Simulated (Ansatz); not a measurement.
The same ligand exchange along the group B, Al, Ga, In.

Program: Ansatz. Geometries: PBE0-D4/def2-TZVP. ΔE: electronic, gas phase. CCSD(T)/CBS adds triple-zeta CCSD(T) − MP2 to the extrapolated MP2 energy (def2 sets, frozen cores). This one scheme is used for every species. Functionals use def2-TZVPP. B3LYP here is the variant with VWN-RPA as its local correlation; programs differ in this. Elements past krypton have def2 core potentials. For Ga, In outer-core shells are correlated without core-valence functions, which leaves a few kJ/mol of doubt a bond. Scalar relativity is left out up to krypton. One conformer a species, not always the lowest.

```
                                              reaction  B97M-V (kJ/mol)  B3LYP-D4 (kJ/mol)
                   `C#CB(F)F` + H₂S → `FB(F)S` + `C#C`              -17                -17
`C#[C][Al]([F])[F]` + H₂S → `[F][Al]([F])[SH]` + `C#C`              -46                -47
`C#[C][Ga]([F])[F]` + H₂S → `[F][Ga]([F])[SH]` + `C#C`              -55                -55
`C#[C][In]([F])[F]` + H₂S → `[F][In]([F])[SH]` + `C#C`              -69                -68
```

Give the CCSD(T)/CBS values in the same order. (An estimate is asked.)

The calculation gave: -19, -49, -51, -62 kJ/mol.

Largest T1 diagnostic: 0.017, for `C#[C][In]([F])[F]`.
